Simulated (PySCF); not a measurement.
PySCF input for CH7GeNOSi, SMILES [OH][Ge@@H]1[NH]C[SiH2]1, TDA-PBE/def2-SVPD. Geometry: B3LYP-D3(BJ)/def2-SVP. The structure was generated by enumeration; whether it is a known compound was not checked. The values are those of a single conformer.

```python
import numpy as np
from pyscf import gto, scf, dft, tdscf

mol = gto.M(
    atom='''
    O     1.75855152    0.22688398   -1.23384900
    Ge    0.74642098    0.03730691    0.24454795
    N    -0.41775553   -1.40237055    0.19693594
    C    -1.76358879   -0.91035757   -0.12675946
    Si   -1.44189270    0.97996924    0.09770226
    H     2.68138789   -0.02020463   -1.08978583
    H     1.73752420   -0.01603448    1.43626284
    H    -0.22226430   -2.38893868    0.04812426
    H    -2.09487767   -1.13728064   -1.15990783
    H    -2.54220761   -1.29687242    0.55845434
    H    -1.78815604    1.84144529   -1.06851171
    H    -2.03297100    1.56816266    1.33479494
    ''',
    basis='def2-SVPD',
    charge=0,
    spin=0,
    max_memory=1600,
    verbose=4,
)
mf = dft.RKS(mol, xc='pbe').density_fit(auxbasis='def2-universal-jkfit')
mf.grids.level = 3
mf.conv_tol = 1e-9
mf.max_cycle = 100
mf.kernel()
mf.grids = dft.Grids(mol).set(level=1).build(with_non0tab=True)  # coarser grid for the response kernel
td = tdscf.TDA(mf)
td.singlet = True
td.nstates = 10
td.conv_tol = 1e-4
td.positive_eig_threshold = 1e-6
td.kernel(x0=td.get_init_guess(mf, 15))
td.analyze()
tt = tdscf.TDA(mf)
tt.singlet = False
tt.nstates = 4
tt.conv_tol = 1e-4
tt.positive_eig_threshold = 1e-6
tt.kernel(x0=tt.get_init_guess(mf, 9))
tt.analyze(verbose=3)
```

It prints:

```
PySCF version 2.14.0

[INPUT] verbose = 4
[INPUT] num. atoms = 12
[INPUT] num. electrons = 74
[INPUT] charge = 0
[INPUT] spin (= nelec alpha-beta = 2S) = 0
[INPUT] symmetry False subgroup None
[INPUT] Mole.unit = angstrom
[INPUT] Symbol           X                Y                Z      unit          X                Y                Z       unit  Magmom
[INPUT]  1 O      1.758551520000   0.226883980000  -1.233849000000 AA    3.323180748738   0.428748584251  -2.331636689068 Bohr   0.0
[INPUT]  2 Ge     0.746420980000   0.037306910000   0.244547950000 AA    1.410531225829   0.070499842454   0.462128649824 Bohr   0.0
[INPUT]  3 N     -0.417755530000  -1.402370550000   0.196935940000 AA   -0.789443538723  -2.650096264656   0.372154990684 Bohr   0.0
[INPUT]  4 C     -1.763588790000  -0.910357570000  -0.126759460000 AA   -3.332699809453  -1.720326482725  -0.239540663098 Bohr   0.0
[INPUT]  5 Si    -1.441892700000   0.979969240000   0.097702260000 AA   -2.724782304010   1.851873474098   0.184630513151 Bohr   0.0
[INPUT]  6 H      2.681387890000  -0.020204630000  -1.089785830000 AA    5.067088745825  -0.038181217148  -2.059396753132 Bohr   0.0
[INPUT]  7 H      1.737524200000  -0.016034480000   1.436262840000 AA    3.283444872804  -0.030300775750   2.714143410490 Bohr   0.0
[INPUT]  8 H     -0.222264300000  -2.388938680000   0.048124260000 AA   -0.420018654268  -4.514439833580   0.090941671347 Bohr   0.0
[INPUT]  9 H     -2.094877670000  -1.137280640000  -1.159907830000 AA   -3.958745060767  -2.149148936370  -2.191908128439 Bohr   0.0
[INPUT] 10 H     -2.542207610000  -1.296872420000   0.558454340000 AA   -4.804076134685  -2.450733692302   1.055325755675 Bohr   0.0
[INPUT] 11 H     -1.788156040000   1.841445290000  -1.068511710000 AA   -3.379125183587   3.479827271470  -2.019194492791 Bohr   0.0
[INPUT] 12 H     -2.032971000000   1.568162660000   1.334794940000 AA   -3.841758409183   2.963397946169   2.522396869055 Bohr   0.0

nuclear repulsion = 469.531849211301
number of shells = 77
number of NR pGTOs = 285
number of NR cGTOs = 181
basis = def2-SVPD
ecp = {}


[settings echo left out]
init E= -2537.28104554386
  HOMO = -0.275823738831169  LUMO = -0.0701994715586336  gap/eV = 5.59532
cycle= 1 E= -2537.4664104942  delta_E= -0.185  |g|= 1.05  |ddm|= 4.52
  HOMO = -0.0724489211425126  LUMO = -0.0312344134736091  gap/eV = 1.12150
cycle= 2 E= -2535.92959754878  delta_E= 1.54  |g|= 2.75  |ddm|= 4.84
  HOMO = -0.189259056711262  LUMO = -0.0416206113358224  gap/eV = 4.01745
cycle= 3 E= -2537.63248786873  delta_E= -1.7  |g|=  0.4  |ddm|=  4.2
  HOMO = -0.21195435501949  LUMO = -0.0374293697194683  gap/eV = 4.74907
cycle= 4 E= -2537.65661460876  delta_E= -0.0241  |g|= 0.233  |ddm|= 0.705
  HOMO = -0.18632499929382  LUMO = -0.0405449497510237  gap/eV = 3.96688
cycle= 5 E= -2537.66472672013  delta_E= -0.00811  |g|= 0.118  |ddm|= 0.378
  HOMO = -0.198913743234411  LUMO = -0.0393477150848103  gap/eV = 4.34201
cycle= 6 E= -2537.66805781961  delta_E= -0.00333  |g|= 0.0246  |ddm|= 0.159
  HOMO = -0.197386350646615  LUMO = -0.0382272512320556  gap/eV = 4.33094
cycle= 7 E= -2537.66819580924  delta_E= -0.000138  |g|= 0.00719  |ddm|= 0.0394
  HOMO = -0.197258037966702  LUMO = -0.0382206745039744  gap/eV = 4.32763
cycle= 8 E= -2537.6682088124  delta_E= -1.3e-05  |g|= 0.00221  |ddm|= 0.0118
  HOMO = -0.197322971439365  LUMO = -0.0382814979640975  gap/eV = 4.32774
cycle= 9 E= -2537.66820990204  delta_E= -1.09e-06  |g|= 0.000493  |ddm|= 0.00301
  HOMO = -0.197333475633022  LUMO = -0.0382714505908459  gap/eV = 4.32830
cycle= 10 E= -2537.66820995609  delta_E= -5.4e-08  |g|= 0.000239  |ddm|= 0.00156
  HOMO = -0.19734689348339  LUMO = -0.0382771217047724  gap/eV = 4.32851
cycle= 11 E= -2537.66820997518  delta_E= -1.91e-08  |g|= 3.78e-05  |ddm|= 0.000589
  HOMO = -0.197341680941778  LUMO = -0.0382748993189481  gap/eV = 4.32843
cycle= 12 E= -2537.66820997566  delta_E= -4.78e-10  |g|= 8.72e-06  |ddm|= 9.02e-05
  HOMO = -0.197340792579212  LUMO = -0.0382752529221109  gap/eV = 4.32839
Extra cycle  E= -2537.66820997563  delta_E= 3.32e-11  |g|= 1.34e-05  |ddm|= 4.5e-05
converged SCF energy = -2537.66820997563
tot grids = 46616
Overwritten attributes  positive_eig_threshold  of <class 'pyscf.tdscf.rks.TDA'>


******** <class 'pyscf.tdscf.rks.TDA'> for <class 'pyscf.df.df_jk.DFRKS'> ********
nstates = 10 singlet
deg_eia_thresh = 1.000e-03
wfnsym = None
conv_tol = 0.0001
eigh lindep = 1e-12
eigh level_shift = 0
eigh max_cycle = 100


Excitation energies (eV)
[4.3720378  4.8489681  4.97544299 5.45340146 5.75348122 5.8993958
 6.02422952 6.05677597 6.23682983 6.34306598]

** Singlet excitation energies and oscillator strengths **
Excited State   1:      4.37204 eV    283.58 nm  f=0.0069
      37 -> 38        0.69195
      37 -> 39        0.13494
Excited State   2:      4.84897 eV    255.69 nm  f=0.0207
      37 -> 38       -0.10653
      37 -> 39        0.58033
      37 -> 40       -0.35938
Excited State   3:      4.97544 eV    249.19 nm  f=0.0123
      37 -> 39        0.33350
      37 -> 40        0.59929
Excited State   4:      5.45340 eV    227.35 nm  f=0.0005
      37 -> 39        0.10296
      37 -> 41       -0.69038
Excited State   5:      5.75348 eV    215.49 nm  f=0.0169
      35 -> 38        0.10619
      37 -> 42       -0.67202
Excited State   6:      5.89940 eV    210.16 nm  f=0.0327
      35 -> 38        0.28840
      36 -> 38        0.54019
      36 -> 39       -0.26858
      36 -> 40       -0.10994
      37 -> 42        0.11393
Excited State   7:      6.02423 eV    205.81 nm  f=0.0243
      35 -> 38        0.40477
      36 -> 39        0.53784
      36 -> 40       -0.13659
Excited State   8:      6.05678 eV    204.70 nm  f=0.0058
      37 -> 42        0.10172
      37 -> 43       -0.68168
Excited State   9:      6.23683 eV    198.79 nm  f=0.0597
      35 -> 38       -0.29771
      35 -> 39        0.54636
      36 -> 38        0.16447
      36 -> 39        0.20431
      36 -> 40       -0.12596
Excited State  10:      6.34307 eV    195.46 nm  f=0.0030
      37 -> 44        0.69478

** Transition electric dipole moments (AU) **
state          X           Y           Z        Dip. S.      Osc.
  1         0.2455     -0.0319     -0.0546      0.0643      0.0069
  2        -0.2875     -0.2770      0.1226      0.1744      0.0207
  3        -0.2172     -0.2294      0.0302      0.1007      0.0123
  4         0.0406     -0.0477     -0.0002      0.0039      0.0005
  5        -0.1936      0.0697      0.2780      0.1196      0.0169
  6         0.4341     -0.1172      0.1548      0.2262      0.0327
  7         0.1440     -0.1492     -0.3484      0.1644      0.0243
  8        -0.1397     -0.0560     -0.1286      0.0392      0.0058
  9         0.4377     -0.4444     -0.0370      0.3905      0.0597
 10        -0.0777      0.0706      0.0927      0.0196      0.0030

** Transition velocity dipole moments (imaginary part, AU) **
state          X           Y           Z        Dip. S.      Osc.
  1         0.0221     -0.0024     -0.0225      0.0010      0.0041
  2        -0.0337      0.0046      0.0210      0.0016      0.0060
  3        -0.0267      0.0124     -0.0034      0.0009      0.0032
  4         0.0086      0.0204     -0.0012      0.0005      0.0016
  5        -0.0281     -0.0149      0.0610      0.0047      0.0149
  6         0.0442      0.0107     -0.0074      0.0021      0.0065
  7         0.0225     -0.0276     -0.0268      0.0020      0.0060
  8        -0.0275     -0.0153     -0.0455      0.0031      0.0092
  9         0.0476     -0.0691     -0.0011      0.0070      0.0205
 10        -0.0141      0.0046      0.0040      0.0002      0.0007

** Transition magnetic dipole moments (imaginary part, AU) **
state          X           Y           Z
  1        -0.2613     -0.0286      0.0957
  2         0.2591      0.4293      0.2707
  3        -0.2960     -0.0395      0.3567
  4        -0.1084     -0.2398     -0.0452
  5         0.2307     -0.0097      0.0993
  6        -0.5599     -0.0966      0.4432
  7         0.3756      0.0771      0.4517
  8        -0.0652     -0.1593      0.1396
  9        -0.1341     -0.4879      0.9026
 10        -0.1311      0.0842      0.1549


******** <class 'pyscf.tdscf.rks.TDA'> for <class 'pyscf.df.df_jk.DFRKS'> ********
nstates = 4 triplet
deg_eia_thresh = 1.000e-03
wfnsym = None
conv_tol = 0.0001
eigh lindep = 1e-12
eigh level_shift = 0
eigh max_cycle = 100


Excitation energies (eV)
[4.24334848 4.36346886 4.70917654 5.2129388 ]

** Triplet excitation energies and oscillator strengths **
Excited State   1:      4.24335 eV    292.18 nm  f=0.0000
Excited State   2:      4.36347 eV    284.14 nm  f=0.0000
Excited State   3:      4.70918 eV    263.28 nm  f=0.0000
Excited State   4:      5.21294 eV    237.84 nm  f=0.0000
```

The run converged.

Cost: roughly 90 core-seconds.
